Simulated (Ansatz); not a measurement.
Frontier orbitals of `[Cl][Cu]`.

| atom | x (Å) | y (Å) | z (Å) |
| --- | --- | --- | --- |
| Cl1 | -0.2448 | 0.7877 | -0.6301 |
| Cu2 | 0.2448 | -0.7877 | 0.6301 |

Total charge 0; spin multiplicity 1. Correlated methods include outer-core shells of Cu, which these sets cover unevenly. Scalar relativity is left out up to krypton. The structure was optimised at the PBE0-D4/def2-TZVP level. Basis def2-TZVPP, Ansatz.

Wavefunction ionisation energies are left out: the UHF cation lies over 0.3 eV above the hybrids' and is likely on a second state.

Orbital energies of one run (eV). Highest occupied ones, from the top: -9.76, -9.76, -10.17, -11.36, -11.36, -11.95, -11.95, -12.52, -23.70, -80.23, -80.23, -80.36, -122.06, -198.09. Empty: -1.24, 2.49, 2.49, 3.48, 4.62, 5.82.

(1) Which functional gave them?
A. B97M-V
B. r2SCAN
C. revPBE
D. ωB97M-V

Results:

(1) D. HOMO energies: ωB97M-V -9.76, r2SCAN -6.14, revPBE -5.90, B97M-V -6.28 eV.
